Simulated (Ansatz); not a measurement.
Two members of one family (Same ligands, another metal), computed with Ansatz in the gas phase; def2 core potentials for Ta, no spin–orbit coupling. The two geometries come from different levels. Binding counts from free atoms in the multiplicity of their measured ground term, without zero-point energy. A dash marks a value that wasn't run or was left out as unsound. The structures are stationary points that may keep the symmetry of their start. Remarks come from the PBE and PBE0 runs and from stability tests at other levels; not every state was tested. HOMO above LUMO (over both spins in singlets and doublets, within one spin in higher multiplets; at PBE or PBE0), or a gap under 0.15 eV within one spin, warns that the state may not be the lowest or that an electron is smeared out.

First: VOCl3 (singlet, charge 0, PBE0-D4/def2-SVP geometry).

Cartesian coordinates in Å:
```
V -0.058 -0.002 -0.065
O -1.066 -0.033 -1.212
Cl 1.892 0.078 -0.911
Cl -0.317 -1.773 1.083
Cl -0.451 1.729 1.106
```

```csv
level,HOMO (eV),LUMO (eV),gap (eV),vertical IE (eV),vertical triplet (eV),binding per atom (eV)
r2SCAN-D4/def2-TZVP,-8.69,-5.19,3.50,11.45,3.25,–
B3LYP-D4/def2-TZVP,-9.41,-4.58,4.83,–,–,3.63
PBE0-D4/def2-SVP,-9.60,-4.44,5.17,–,–,3.65
PBE0-D4/def2-TZVP,-9.69,-4.38,5.31,11.63,3.06,–
ωB97M-V/def2-TZVP,-11.79,-2.26,9.53,–,–,3.53
```

Metal–donor distances: 1 × O 1.53 Å, 3 × Cl 2.13 Å. Remarks: restricted SCF unstable in HF, gap within one spin near zero at PBE or PBE0 (+1 doublet), HOMO above LUMO (+1 doublet), gap within one spin near zero at PBE or PBE0 (triplet), HOMO above LUMO (triplet).

Second: TaOCl3 (singlet, charge 0, PBE-D4/def2-SVP geometry).

| atom | x (Å) | y (Å) | z (Å) |
| --- | --- | --- | --- |
| Ta1 | -0.038 | 0.022 | -0.030 |
| O2 | -1.260 | 0.735 | -1.013 |
| Cl3 | -0.716 | -2.135 | 0.410 |
| Cl4 | 0.100 | 1.294 | 1.885 |
| Cl5 | 1.914 | 0.083 | -1.252 |

Question: What does the change do? Estimate second minus first.

Answer: 
| level | Δ HOMO (eV) | Δ LUMO (eV) | Δ gap (eV) | Δ vertical IE (eV) | Δ vertical triplet (eV) | Δ binding per atom (eV) |
| --- | --- | --- | --- | --- | --- | --- |
| r2SCAN-D4/def2-TZVP | 0.02 | 1.60 | 1.58 | -0.12 | 1.54 | – |
| B3LYP-D4/def2-TZVP | -0.04 | 1.46 | 1.50 | – | – | 0.82 |
| PBE0-D4/def2-SVP | -0.18 | 1.54 | 1.73 | – | – | 0.85 |
| PBE0-D4/def2-TZVP | -0.06 | 1.44 | 1.50 | -0.03 | 1.77 | – |
| ωB97M-V/def2-TZVP | -0.21 | 1.40 | 1.61 | – | – | 0.95 |

Metal–donor distances: 1 × O 1.72 Å, 3 × Cl 2.30 Å. Remarks: gap within one spin near zero at PBE or PBE0 (+1 doublet), HOMO above LUMO (+1 doublet), gap within one spin near zero at PBE or PBE0 (triplet).
